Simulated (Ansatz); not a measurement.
The inner images of a band of CH₄BClO (8 atoms, charge 0, multiplicity 1) are given out of order.

Level of theory: Ansatz, RKS r2SCAN/def2-mTZVP.

First end point:

```xyz
8
Properties=species:S:1:pos:R:3
B 0.123 -0.339 -0.375
Cl 1.527 -0.269 -1.503
O -0.736 -1.377 -0.489
H -0.497 -1.998 -1.192
C -0.077 0.775 0.690
H 0.794 0.849 1.348
H -0.171 1.757 0.215
H -0.963 0.602 1.305
```

Last end point:

```xyz
8
Properties=species:S:1:pos:R:3
B -0.369 -0.153 0.183
Cl 1.449 -2.078 -2.891
O -0.402 -1.110 -0.563
H 0.611 -1.765 -1.928
C -0.330 1.046 1.120
H 0.595 1.056 1.700
H -0.386 1.981 0.557
H -1.168 1.023 1.821
```

**Question.** Put them in order from the first end to the last, with their energies above the first end.
A.
```xyz
8
Properties=species:S:1:pos:R:3
B -0.552 -0.330 0.194
Cl 1.600 -1.451 -2.504
O -0.757 -1.340 -0.450
H 0.536 -1.617 -1.751
C -0.266 0.940 0.980
H 0.717 0.882 1.455
H -0.266 1.809 0.316
H -1.012 1.107 1.760
```
B.
```xyz
8
Properties=species:S:1:pos:R:3
B -0.345 -0.442 -0.064
Cl 1.439 -0.700 -1.774
O -0.796 -1.512 -0.547
H 0.153 -1.522 -1.355
C -0.154 0.806 0.779
H 0.812 0.777 1.288
H -0.163 1.696 0.146
H -0.946 0.897 1.528
```
C.
```xyz
8
Properties=species:S:1:pos:R:3
B -0.621 -0.410 0.189
Cl 1.628 -1.111 -2.257
O -0.890 -1.433 -0.409
H 0.528 -1.534 -1.677
C -0.239 0.876 0.905
H 0.758 0.785 1.343
H -0.220 1.711 0.201
H -0.943 1.117 1.704
```
D.
```xyz
8
Properties=species:S:1:pos:R:3
B -0.466 -0.244 0.188
Cl 1.538 -1.778 -2.711
O -0.595 -1.233 -0.505
H 0.563 -1.690 -1.833
C -0.295 0.998 1.051
H 0.665 0.975 1.573
H -0.323 1.901 0.437
H -1.087 1.071 1.800
```
E.
```xyz
8
Properties=species:S:1:pos:R:3
B -0.147 -0.409 -0.204
Cl 1.418 -0.544 -1.631
O -0.762 -1.511 -0.575
H -0.057 -1.674 -1.302
C -0.147 0.790 0.761
H 0.809 0.790 1.293
H -0.162 1.704 0.158
H -0.952 0.854 1.500
```
F.
```xyz
8
Properties=species:S:1:pos:R:3
B 0.008 -0.376 -0.308
Cl 1.430 -0.377 -1.506
O -0.753 -1.461 -0.542
H -0.266 -1.867 -1.282
C -0.118 0.777 0.726
H 0.811 0.815 1.305
H -0.156 1.723 0.175
H -0.954 0.766 1.432
```
G.
```xyz
8
Properties=species:S:1:pos:R:3
B -0.565 -0.462 0.104
Cl 1.523 -0.830 -1.947
O -0.914 -1.498 -0.437
H 0.424 -1.465 -1.536
C -0.183 0.821 0.815
H 0.805 0.747 1.273
H -0.173 1.671 0.129
H -0.918 1.016 1.600
```

**Answer.** F (+23.0 kJ/mol), E (+113.0 kJ/mol), B (+185.8 kJ/mol), G (+136.4 kJ/mol), C (+125.4 kJ/mol), A (+123.4 kJ/mol), D (+122.2 kJ/mol).

The run took 4.6 min on 2 threads of Arm Neoverse V1, with other jobs on the host, peak memory 0.18 GiB.
